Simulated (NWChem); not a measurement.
# C3H4BrF; SMILES F[C@@H]1C[C@H]1Br

```xyz
9

F      0.7075     2.6832     0.0970
C      0.1435     1.5496    -0.4248
C     -1.2849     1.2397    -0.0799
C     -0.1530     0.4382     0.5220
Br     0.1533    -1.4073     0.0027
H      0.5134     1.3251    -1.4213
H     -1.8036     1.9131     0.5973
H     -1.9043     0.7865    -0.8480
H      0.0797     0.5928     1.5692
```
Atoms are numbered in this order, from 1.

Level: B3LYP/6-31G* (spherical d) (NWChem), optimised geometry, unscaled harmonic frequencies. This build's default masses of Se (78.918 u) and Br (79.917 u) are each other's, which moves their modes by up to 0.6 %.

Task: List the harmonic frequencies with IR intensities, and the thermochemistry.

Result: 
```
frequency (cm⁻¹)  IR intensity (km/mol)
----------------  ---------------------
196                                 1.8
233                                 4.6
318                                 3.9
426                                 4.5
618                                19.1
820                                10.2
917                                 8.8
959                                17.8
978                                35.1
1064                               11.1
1091                               13.2
1113                                8.9
1188                               62.2
1238                               32.0
1275                               14.2
1426                               21.2
1497                               25.9
3159                                1.4
3196                                7.6
3224                                1.7
3247                                1.0
```

```json
{
 "zero_point_energy": "40.3 kcal/mol",
 "thermal correction to the enthalpy at 298.15 K (with zero-point energy)": "44.0 kcal/mol",
 "heat capacity Cv": "17.2 cal/(mol K)",
 "entropy at 298.15 K and 1 atm (symmetry number 1)": "75.4 cal/(mol K)",
 "dipole_moment": "1.31 D"
}
```

Rigid rotor and harmonic oscillator.
